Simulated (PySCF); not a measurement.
# Trend along group 6: MCl molecules

PBE with triple-zeta basis sets in PySCF, for the lowest determinant that a PBE0 search found; no spin–orbit coupling. De refers to high-spin ground-configuration atoms. A positive dipole means M(−)Cl(+).

```json
{"M": "Cr", "basis": "def2-TZVPP", "state (unpaired electrons)": "sextet (σ ↑, π ↑↑, δ ↑↑)", "Re (Å)": "2.184", "ωe (cm⁻¹)": "399", "De (eV)": "3.92", "μ (D)": "-4.49"}
{"M": "Mo", "basis": "def2-TZVPP", "state (unpaired electrons)": "sextet (σ ↑, π ↑↑, δ ↑↑)", "Re (Å)": "2.273", "ωe (cm⁻¹)": "382", "De (eV)": "3.97", "μ (D)": "-3.62"}
{"M": "W", "basis": "def2-TZVPPD", "state (unpaired electrons)": "sextet (σ ↑, π ↑↑, δ ↑↑)", "Re (Å)": "2.275", "ωe (cm⁻¹)": "376", "De (eV)": "n/a", "μ (D)": "-2.88"}
```

The shortest bond is that of CrCl (2.184 Å), the longest that of WCl (2.275 Å).

The rows differ in basis set, which adds steps of its own.

Down a group the atoms grow and get heavier, so bonds lengthen and wavenumbers fall; this series shows no clear exception.

De is left out where the level can put another filling of the metal’s s and d shells below the measured ground configuration, by anything from nothing to about 1 eV. The metal atom is held in its measured ground configuration; semilocal functionals can put another filling of s and d lower by some tenths of an eV, and De to that atom would be smaller. These are scalar-relativistic numbers at best; spin–orbit coupling would shift them, the dissociation energy most. The state is the lowest single determinant that the PBE0 search found; with open d or f shells the true ground state can be another one.
